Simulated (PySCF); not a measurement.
Molecule: SMILES O=C(O)C[SiH3], C2H6O2Si.

Bonds (- single, = double, # triple, : aromatic): O1=C2 1.203 Å, C2-O3 1.343 Å, C2-C4 1.496 Å, C4-Si5 1.900 Å. O3 carries H6; C4 carries H7, H8; Si5 carries H9, H10, H11.

Geometry PBE0-D3(BJ)/def2-SVP throughout; GIAO in PySCF, gas phase, one conformer, non-relativistic; equivalent atoms averaged; functional PBE0.

(1) How do the absolute shieldings σ depend on the basis set? (ppm; last column core-seconds on 1 thread of an Arm Neoverse V1, shared host)

(2) Which nucleus moves most, in ppm?

(3) Taking the largest basis, pcSseg-2 (271 functions), as the yardstick, rank the others by their worst heavy-atom deviation.

Answers

(1) 
```
    basis set  functions      O1     O3     C2     C4    Si5     H6  H9/H10/H11  H7/H8  core-s
       STO-3G         35   -52.3  214.7  118.2  223.5  580.4  27.50       30.65  31.14     2.5
        6-31G         61   -91.1  128.6   33.5  182.7  483.1  27.50       28.69  30.78     4.5
     pcSseg-0         61  -137.6  118.9    7.2  178.0  449.5  28.19       28.51  31.01       4
       6-31G*         86   -54.7  143.9   35.7  178.4  449.0  26.94       27.62  30.34     6.1
      cc-pVDZ        104   -65.5  145.7   31.8  179.8  472.5  26.54       27.24  29.53     7.2
     def2-SVP        104   -63.6  146.6   29.5  178.4  470.0  26.48       27.23  29.71     6.7
  aug-cc-pVDZ        173   -54.0  141.6   26.6  178.4  475.0  26.00       27.20  29.32      14
6-311+G(2d,p)        179   -82.2  122.6   13.1  168.7  405.5  26.29       27.17  29.49      14
    def2-TZVP        197   -86.3  123.4   11.9  168.9  393.4  26.26       27.13  29.51      17
      cc-pVTZ        238   -85.2  126.6   13.9  170.3  417.2  25.85       27.17  29.30      22
     IGLO-III        244   -93.0  117.6    5.7  165.3  408.3  25.91       27.13  29.33      22
     pcSseg-2        271   -95.6  118.0    4.5  165.8  403.4  25.62       27.13  29.23      27
```

(2) Si5 (silicon bonded to C, 3 H): from 393.4 ppm with def2-TZVP to 580.4 ppm with STO-3G. The smallest spread is 1.91 ppm, at H7/H8. Proton shifts span only some 12 ppm, so a few tenths of a ppm matter as much there as several ppm in carbon.

(3) IGLO-III 4.8 ppm (244 functions), def2-TZVP 10.0 ppm (197 functions), 6-311+G(2d,p) 13.3 ppm (179 functions), cc-pVTZ 13.8 ppm (238 functions), 6-31G* 45.6 ppm (86 functions), pcSseg-0 46.0 ppm (61 functions), def2-SVP 66.6 ppm (104 functions), cc-pVDZ 69.0 ppm (104 functions), aug-cc-pVDZ 71.6 ppm (173 functions), 6-31G 79.6 ppm (61 functions), STO-3G 176.9 ppm (35 functions).

A small basis that lands close on one nucleus may do so by chance; judge by the trend and by all nuclei.
